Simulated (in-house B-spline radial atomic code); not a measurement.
Configurations of the thulium ion Tm⁸⁺, with energies counted from [Kr] 4d10 (4f5/2)6 (4f7/2)5 5s2 (5p1/2)2. All numbers are computed (Dirac-Hartree-Fock, average of each configuration as written; Fermi nucleus of rms radius 5.2256 fm) with an all-electron radial atomic-structure program (B-spline basis), not measured. Energies include first-order Breit, QED and recoil terms.

Occupations are held fixed; configurations that lie above the ionisation limit could autoionise.

```csv
configuration,E - E(ref) (eV),highest orbital,its <r> (bohr)
[Kr] 4d10 (4f5/2)6 (4f7/2)5 5s2 (5p1/2)1 (5p3/2)1,7.3375,5p3/2,1.289
[Kr] 4d10 (4f5/2)5 (4f7/2)6 5s2 (5p1/2)1 (5p3/2)1,9.4843,5p3/2,1.288
[Kr] 4d10 (4f5/2)5 (4f7/2)7 5s2 (5p3/2)1,27.378,4f7/2,0.6882
[Kr] 4d10 (4f5/2)5 (4f7/2)6 5s2 (5p3/2)1 (6d3/2)1,102.46,6d3/2,2.898
[Kr] 4d10 (4f5/2)3 (4f7/2)7 5s2 (5p1/2)2 9s1,118.98,9s1/2,7.352
[Kr] 4d10 (4f5/2)6 (4f7/2)5 5s2 (5p1/2)1 (8g9/2)1,132.43,8g9/2,9.367
[Kr] 4d10 (4f5/2)6 (4f7/2)5 5s2 (5p1/2)1 (9f5/2)1,133.31,9f5/2,10.42
```

Problem. Order these further configurations by energy, lowest first.
A. [Kr] (4d3/2)4 (4d5/2)5 (4f5/2)6 (4f7/2)5 5s2 (5p1/2)2 (8p1/2)1
B. [Kr] 4d10 (4f5/2)6 (4f7/2)5 5s2 (5p3/2)2
C. [Kr] 4d10 (4f5/2)4 (4f7/2)6 5s2 (5p1/2)2 (8d3/2)1
D. [Kr] 4d10 (4f5/2)4 (4f7/2)7 5s2 (5p3/2)2
E. [Kr] 4d10 (4f5/2)3 (4f7/2)7 5s2 (5p1/2)2 (7p3/2)1

Solution. B (16.114 eV), D (18.799 eV), E (98.214 eV), C (116.02 eV), A (285.43 eV).

Problem. How far above the reference does [Kr] 4d10 (4f5/2)6 (4f7/2)4 5s2 (5p1/2)1 (5p3/2)1 (6d5/2)1 lie?

Solution. 88.158 eV; its least bound orbital is 6d5/2 with <r> = 2.902 bohr.

Problem. How far above the reference does [Kr] (4d3/2)3 (4d5/2)6 (4f5/2)5 (4f7/2)6 5s2 (5p3/2)2 (7d5/2)1 lie?

Solution. 310.03 eV; its least bound orbital is 7d5/2 with <r> = 4.535 bohr.

Problem. How far above the reference does [Kr] 4d10 (4f5/2)2 (4f7/2)8 5s2 (5p1/2)1 (5p3/2)1 (8g9/2)1 lie?

Solution. 133.27 eV; its least bound orbital is 8g9/2 with <r> = 9.316 bohr.
